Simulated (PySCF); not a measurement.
## Finite-field polarisability of C (carbon, neutral)

[He] 2s2 2p2, high-spin 3P determinant. Computed with PySCF 2.14 in aug-cc-pCVTZ-DK with one added diffuse shell each of s, p, d, f type (8s7p5d3f, 75 functions), with the spin-free X2C one-electron Hamiltonian (Gaussian nucleus). Frozen: 1s2. Energy changes in a uniform field (μhartree):

| axis | F (au) | HF | MP2 | CCSD | CCSD(T) |
| --- | --- | --- | --- | --- | --- |
| x | 0.0043 | -100.648 | -90.348 | -94.776 | -95.447 |
| x | 0.0086 | -402.702 | -361.745 | -379.327 | -382.012 |
| y | 0.004 | -100.142 | -99.387 | -99.492 | -100.113 |
| y | 0.008 | -400.966 | -398.071 | -398.521 | -401.023 |

By symmetry the remaining axis equals y.

**Question.** Derive α along x at CCSD(T) from the two fields.

**Answer.** With ΔE = −αF²/2 − γF⁴/24, α = −(16 ΔE(F) − ΔE(2F))/(6F²) = 10.32 bohr³.

**Question.** And the mean polarisability at each level?

**Answer.** The components xx, yy, zz at CCSD(T) are 10.32, 12.51, 12.51, the third axis being equal by symmetry to one of the two computed. Means: HF 11.97, MP2 11.54, CCSD 11.70, CCSD(T) 11.78 bohr³. Reference: 11.3 ± 0.4 bohr³ (recommended; Schwerdtfeger and Nagle, table of static dipole polarizabilities (2023 update)).
